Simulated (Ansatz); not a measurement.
Start from `O=CC(F)S` and change one atom or group to get `F[SiH2]C(F)S`.

Ansatz, PBE0-D4/def2-TZVP geometries, multiplicity 1. Each molecule was computed in one conformer, which needn't be the lowest.

| property | `O=CC(F)S` |
| --- | --- |
| HOMO–LUMO gap (ωB97M-V/def2-TZVPP) / eV | 10.67 |
| HOMO energy (PBE/def2-TZVPP) / eV | -6.45 |
| LUMO energy (PBE/def2-TZVPP) / eV | -2.91 |
| HOMO–LUMO gap (B3LYP/def2-TZVPP) / eV | 5.51 |
| size of the dipole moment (ωB97M-V/def2-TZVPP) / D | 1.36 |
| HOMO energy (PBE0/def2-TZVPP) / eV | -7.76 |

Give the same properties after the change, and the shifts. (Estimate.)

Computed: 
```
                                          property  `F[SiH2]C(F)S`  shift
           HOMO–LUMO gap (ωB97M-V/def2-TZVPP) / eV           11.41   0.74
                 HOMO energy (PBE/def2-TZVPP) / eV           -6.48  -0.03
                 LUMO energy (PBE/def2-TZVPP) / eV           -1.22   1.69
             HOMO–LUMO gap (B3LYP/def2-TZVPP) / eV            6.94   1.43
size of the dipole moment (ωB97M-V/def2-TZVPP) / D            0.64  -0.72
                HOMO energy (PBE0/def2-TZVPP) / eV           -7.72   0.04
```

Dipoles are sizes alone; their direction can turn.

B3LYP here is the variant with VWN-RPA as its local correlation; programs differ in this.
